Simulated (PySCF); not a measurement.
CH₂N, SMILES [CH][NH] (connectivity only; charge and spin as stated), neutral, multiplicity 2.

The structure is a stationary point at B3LYP-D3(BJ)/def2-TZVPD.

Two levels are set side by side: PBE/def2-TZVPD (PySCF) and B3LYP/def2-TZVPD (PySCF). Same geometry, gas phase. Differences are taken from unrounded values.

```tsv
quantity	PBE
α-spin orbital gap (eV)	2.91
β-spin orbital gap (eV)	5.72
dipole moment (D)	0.37
mean polarisability (bohr³)	23.2
```

Q: These are the PBE values. What does B3LYP give? (An estimate is asked for; the answer gives what the named calculation found.)

A: 
| quantity | B3LYP | PBE minus B3LYP |
|---|---|---|
| α-spin orbital gap (eV) | 5.04 | -2.12 |
| β-spin orbital gap (eV) | 7.46 | -1.74 |
| dipole moment (D) | 0.43 | -0.06 |
| mean polarisability (bohr³) | 22.7 | 0.5 |

Rough cost on one machine, each run with all the roots and properties that it gave: B3LYP against PBE within a factor of 2.
